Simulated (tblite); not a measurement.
Species: C₃H₁₃Ge₂NSi.
Atom-mapped SMILES: `[SiH3:1][N:2]([GeH3:3])[C@@H:4]1[CH2:5][CH2:6][GeH2:7]1` (hydrogens: H8, H9, H10 on Si1; H11, H12, H13 on Ge3; H14 on C4; H15, H16 on C5; H17, H18 on C6; H19, H20 on Ge7)

Computed with GFN2-xTB (tblite), gas phase: L-BFGS steps from a force-field or distance-geometry start until the largest atomic force falls under 0.01 eV/Å.

The end geometry, which sets the zero of energy:
```
atom  x, y, z in Å
Si1     1.3346    1.6607   -1.3074
N2      0.9846    0.2423   -0.3819
Ge3     2.3399   -0.7761    0.3224
C4     -0.2614    0.2289    0.3406
C5     -0.7752   -1.1501    0.7762
C6     -2.2899   -0.8999    0.8261
Ge7    -2.0545    0.5736   -0.4971
H8      1.6460    2.8370   -0.4776
H9      0.1100    1.9249   -2.0753
H10     2.4789    1.3074   -2.1446
H11     3.5492   -0.5717   -0.5259
H12     1.9404   -2.2215    0.3094
H13     2.6306   -0.3751    1.7449
H14    -0.2016    0.8773    1.2309
H15    -0.5459   -1.8676   -0.0140
H16    -0.3368   -1.5148    1.7100
H17    -2.8902   -1.7772    0.5965
H18    -2.5939   -0.5242    1.8029
H19    -2.2772    0.1491   -1.9301
H20    -2.7927    1.8876   -0.3088
```

Problem. These geometries come from the run, each turned onto the end geometry. Order them by energy, lowest first.
A.
```
atom  x, y, z in Å
Si1     1.3518    1.6883   -1.2076
N2      0.9654    0.2290   -0.3581
Ge3     2.3678   -0.7665    0.2805
C4     -0.2881    0.2179    0.3500
C5     -0.8034   -1.1542    0.8033
C6     -2.3260   -0.9428    0.7558
Ge7    -2.0603    0.5524   -0.5370
H8      1.6727    2.8024   -0.2983
H9      0.1488    2.0251   -1.9809
H10     2.5032    1.3682   -2.0469
H11     3.2940   -0.9642   -0.8754
H12     1.8812   -2.0872    0.7964
H13     3.1097   -0.0654    1.3945
H14    -0.2523    0.8887    1.2242
H15    -0.5070   -1.8960    0.0592
H16    -0.4126   -1.4678    1.7750
H17    -2.8750   -1.8314    0.4521
H18    -2.7127   -0.6169    1.7207
H19    -2.2839    0.1568   -1.9792
H20    -2.7785    1.8740   -0.3313
```
B.
```
atom  x, y, z in Å
Si1     1.3279    1.6236   -1.3455
N2      0.9817    0.2260   -0.3885
Ge3     2.3514   -0.7380    0.3628
C4     -0.2588    0.2125    0.3440
C5     -0.7826   -1.1748    0.7433
C6     -2.2955   -0.9179    0.7993
Ge7    -2.0560    0.6094   -0.4599
H8      1.6849    2.8126   -0.5519
H9      0.0920    1.8976   -2.0905
H10     2.4460    1.2376   -2.2036
H11     3.5669   -0.5430   -0.4776
H12     1.9807   -2.1905    0.4119
H13     2.6071   -0.2656    1.7695
H14    -0.1781    0.8300    1.2548
H15    -0.5546   -1.8754   -0.0622
H16    -0.3505   -1.5625    1.6707
H17    -2.8995   -1.7814    0.5320
H18    -2.5999   -0.5843    1.7907
H19    -2.3064    0.2677   -1.9104
H20    -2.7616    1.9271   -0.1917
```
C.
```
atom  x, y, z in Å
Si1     1.3427    1.8275   -0.9307
N2      0.9931    0.1993   -0.4209
Ge3     2.4311   -0.8446    0.0808
C4     -0.2925    0.1217    0.2251
C5     -0.8613   -1.2057    0.7234
C6     -2.3144   -0.7519    0.9328
Ge7    -2.0681    0.4169   -0.6730
H8      0.9257    2.7414    0.1386
H9      0.5260    2.0722   -2.1208
H10     2.7723    1.9816   -1.1767
H11     3.0319   -1.4545   -1.1518
H12     1.9429   -1.9225    0.9849
H13     3.5310   -0.0754    0.7714
H14    -0.3301    0.7818    1.1082
H15    -0.8204   -1.9861   -0.0346
H16    -0.3745   -1.5928    1.6187
H17    -3.0508   -1.5552    1.0049
H18    -2.3593   -0.1470    1.8440
H19    -2.2749   -0.3608   -1.9552
H20    -2.7554    1.7647   -0.9719
```
D.
```
atom  x, y, z in Å
Si1     1.3803    1.8046   -1.0250
N2      1.0030    0.3285   -0.2046
Ge3     2.3320   -0.8955    0.0868
C4     -0.2974    0.2728    0.4003
C5     -0.7978   -1.0838    0.9051
C6     -2.3189   -0.9052    0.7904
Ge7    -2.0265    0.4625   -0.6298
H8      1.2467    2.9423   -0.1026
H9      0.4132    1.9462   -2.1239
H10     2.7562    1.6717   -1.4972
H11     2.8395   -1.3188   -1.2605
H12     1.8213   -2.0772    0.8482
H13     3.4739   -0.2701    0.8417
H14    -0.3654    1.0006    1.2248
H15    -0.4693   -1.8569    0.2066
H16    -0.4385   -1.3452    1.9039
H17    -2.8548   -1.8289    0.5857
H18    -2.7288   -0.4668    1.6994
H19    -2.1089   -0.1028   -2.0303
H20    -2.8649    1.7326   -0.6220
```
E.
```
atom  x, y, z in Å
Si1     1.3232    1.6363   -1.3082
N2      0.9807    0.2261   -0.3667
Ge3     2.3711   -0.7339    0.3515
C4     -0.2632    0.2063    0.3605
C5     -0.7975   -1.1828    0.7425
C6     -2.3116   -0.9239    0.7751
Ge7    -2.0476    0.6109   -0.4685
H8      1.6328    2.8227   -0.4922
H9      0.0996    1.8897   -2.0806
H10     2.4684    1.2752   -2.1408
H11     3.4867   -0.7054   -0.6386
H12     1.9287   -2.1434    0.6008
H13     2.8331   -0.1405    1.6575
H14    -0.1916    0.8181    1.2756
H15    -0.5559   -1.8787   -0.0634
H16    -0.3832   -1.5771    1.6744
H17    -2.9127   -1.7838    0.4892
H18    -2.6329   -0.5986    1.7643
H19    -2.2632    0.2710   -1.9238
H20    -2.7700    1.9224   -0.2115
```

Solution. B (0.002 eV), E (0.006 eV), A (0.016 eV), D (0.039 eV), C (0.262 eV).

In the order of the answer:

```json
{"step": "187", "E above end (eV)": "0.002", "largest force (eV/Å)": "0.02", "rms force component (eV/Å)": "0.008", "rms distance from end (Å)": "0.074", "rms bond change (Å)": "0.000", "bond most changed (Å)": "C4–C5 +0.001"}
{"step": "168", "E above end (eV)": "0.006", "largest force (eV/Å)": "0.01", "rms force component (eV/Å)": "0.005", "rms distance from end (Å)": "0.124", "rms bond change (Å)": "0.001", "bond most changed (Å)": "C4–C5 +0.002"}
{"step": "146", "E above end (eV)": "0.016", "largest force (eV/Å)": "0.06", "rms force component (eV/Å)": "0.018", "rms distance from end (Å)": "0.247", "rms bond change (Å)": "0.002", "bond most changed (Å)": "Ge3–H13 +0.005"}
{"step": "60", "E above end (eV)": "0.039", "largest force (eV/Å)": "0.03", "rms force component (eV/Å)": "0.010", "rms distance from end (Å)": "0.510", "rms bond change (Å)": "0.004", "bond most changed (Å)": "C4–Ge7 +0.013"}
{"step": "15", "E above end (eV)": "0.262", "largest force (eV/Å)": "0.28", "rms force component (eV/Å)": "0.100", "rms distance from end (Å)": "0.636", "rms bond change (Å)": "0.008", "bond most changed (Å)": "Ge7–H20 +0.023"}
```

What follows is the cost of the whole relaxation. On one thread, Arm Neoverse V1 (aarch64), no GPU (shared host), this took 2.1 s of wall time.
